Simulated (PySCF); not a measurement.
Members of the series B-XY, Y = chloro; each row names its spin state. All species are isolated molecules in the gas phase. One relaxed conformer stands for each flexible species; it need not be the lowest. Strings in code marks are SMILES.

Quantity: adiabatic spin-state energy, in kJ/mol. HF references are unrestricted for open shells and restricted for singlets. Levels without diffuse functions put anions too high.

Level 1: B3LYP/6-311+G** // B3LYP-D3(BJ)/def2-TZVPD (PySCF)
Level 2: PBE/6-31G* // B3LYP-D3(BJ)/def2-TZVPD (PySCF)
Level 3: HF/3-21G // B3LYP-D3(BJ)/def2-TZVPD (PySCF)
Level 4: HF/6-31G* // B3LYP-D3(BJ)/def2-TZVPD (PySCF)

```json
[
 {"species": "`O[B-]Cl`: multiplicity 3 minus multiplicity 1", "level 2": "141.1", "level 3": "88.5", "level 4": "83.8"},
 {"species": "`B[B-]Cl`: multiplicity 3 minus multiplicity 1", "level 2": "31.38", "level 3": "-45.4", "level 4": "-53.3"},
 {"species": "`Cl[B-]Cl`: multiplicity 3 minus multiplicity 1", "level 2": "85.3", "level 3": "25.24", "level 4": "13.37"}
]
```

### Question
What does level 1 give for each?

### Answer

- `O[B-]Cl`: multiplicity 3 minus multiplicity 1: 168.1
- `B[B-]Cl`: multiplicity 3 minus multiplicity 1: 43.8
- `Cl[B-]Cl`: multiplicity 3 minus multiplicity 1: 108.7
